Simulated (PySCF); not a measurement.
# Energy of Mn⁺ (manganese, charge +1) between two integer charges

The 4s alpha orbital of [Ar] 3d5 4s1 is emptied in steps (occupation f), with all orbitals relaxed, ending at [Ar] 3d5. Calculation: PySCF 2.14, in def2-TZVP (6s4p4d1f, 45 functions); the non-relativistic Hamiltonian (point nucleus). The exact energy is a straight line in f; departures are measured from the line between the end points of the same method.

| f | B3LYP (eV) |
| --- | --- |
| 1 | 0.000 |
| 0.75 | -0.536 |
| 0.5 | -0.712 |
| 0.25 | -0.532 |
| 0 | 0.000 |

```csv
method,E(f=0) − E(f=1) (eV),−ε at f=1 (eV),−ε at f=0.5 (eV)
B3LYP,15.894,13.035,15.904
```

Orbital energy along the path (eV):

```csv
f,B3LYP
1,-13.035
0.75,-14.469
0.5,-15.904
0.25,-17.325
0,-18.704
```

Reference removal energy between the ground levels: 15.640 eV (measured; NIST Atomic Spectra Database, ionization energies).
